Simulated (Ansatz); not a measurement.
C₂H₃AlClFO (`FC1(Cl)[CH2][AlH][O]1`). Total charge 0; spin multiplicity 1.

Z-matrix (Å, degrees):
```
C
Cl 1 1.806
C 1 1.541 2 112.5
O 1 1.373 2 110.0 3 -119.6
F 1 1.359 2 106.3 3 122.3
Al 1 2.274 2 127.5 3 -65.4
H 3 1.087 1 113.3 2 -2.9
H 3 1.090 1 110.9 2 120.4
H 6 1.570 1 166.7 2 -82.2
```

(1) List the harmonic frequencies (cm⁻¹, unscaled) at PBE0-D4/def2-TZVP in Ansatz. (Best estimate.)

(2) Is this a minimum?

(3) Give the ideal-gas thermochemistry at 298.15 K and 1 bar (rigid rotor, harmonic oscillator; point group C1, symmetry number 1).

## Answers

(1) Computed: 54, 305, 318, 400, 416, 452, 513, 557, 607, 655, 777, 849, 900, 1021, 1106, 1146, 1183, 1419, 1992, 3120, 3184.

(2) Yes, all 21 modes are real.

(3) Zero-point energy 125.5 kJ/mol; H(298) − E = 144.6 kJ/mol; entropy 338.3 J/(mol·K), of which translation 169.0, rotation 115.7, vibration 53.5; G(298) − E = 43.7 kJ/mol. Modes under 100 cm⁻¹ are hindered rotations or soft bends, so the harmonic entropy is rough.
